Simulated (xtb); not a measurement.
C₂F₃O₂, SMILES [O]C(=O)C(F)(F)F (connectivity only; charge and spin as stated), charge -1, multiplicity 1. All values are semi-empirical tight-binding results from xtb (GFN2-xTB unless named), good for trends rather than for accurate numbers. Coordinates come from a GFN2-xTB optimisation. The multiplicity is an assumed one; other spin states were not compared. The isomer is the one that the SMILES or the coordinates give; other isomers of the formula were not compared.

Optimised geometry:

```xyz
7

O      1.4634    -1.2601     0.1727
C      1.1166    -0.1031     0.0067
O      1.7034     0.9528    -0.1536
C     -0.5272     0.0584    -0.0033
F     -1.1159    -0.3969     1.1345
F     -0.9695     1.3328    -0.1418
F     -1.1224    -0.6329    -1.0120
```
Charge -1, spin multiplicity 1.

Computed properties:
```yaml
orbital_gap: 5.30 eV
zero_point_energy: 15.0 kcal/mol
G − E(el) at 298.15 K (modified RRHO): -4.8 kcal/mol
static polarisability (D4 model): 39.7 bohr³
solvation energy, GFN2-xTB/ALPB(water): -54.6 kcal/mol
solvation energy, GFN2-xTB/ALPB(octanol): -50.6 kcal/mol
```

Computed IR lines (harmonic; lines under 4 % of the strongest left out, lines within 3 cm⁻¹ merged):
ν (cm⁻¹): 692 (m), 715 (w), 1011 (m), 1041 (m), 1121 (w), 1297 (m), 1916 (vs) (against the strongest line: vs over 80 %, s over 45 %, m over 15 %, w over 4 %, vw less)

Computed atomic charges and the Wiberg bond orders between heavy atoms:
charges (e) O1 -0.52, C2 0.37, O3 -0.52, C4 0.40, F5 -0.24, F6 -0.24, F7 -0.24. Bond orders O1–C2 1.59, C2–O3 1.59, C2–C4 0.72, C4–F5 0.93, C4–F6 0.93, C4–F7 0.93.
